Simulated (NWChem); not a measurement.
Species: CH₄ClFOSi; SMILES C(O)[Si@@H](F)Cl

```xyz
9

O      0.7926     2.2596     0.0810
C     -0.2717     1.5248    -0.4834
Si    -0.4541    -0.1500     0.3515
F     -1.8105    -0.8661    -0.1755
Cl     1.1305    -1.3700    -0.1099
H      0.5341     2.5470     0.9629
H     -0.0378     1.3681    -1.5494
H     -1.2364     2.0716    -0.4636
H     -0.5376    -0.0271     1.8295
```
Atoms are numbered in this order, from 1.

Results from NWChem. The geometry was optimised at PBE0/def2-SVP.

Problem. Predict the results for TPSSh/def2-SVP. Quantities: highest occupied level (eV); orbital gap (eV); dipole (D).

Solution. 
```json
{
 "highest occupied level (eV)": "-6.90",
 "orbital gap (eV)": "6.99",
 "dipole (D)": "2.29"
}
```
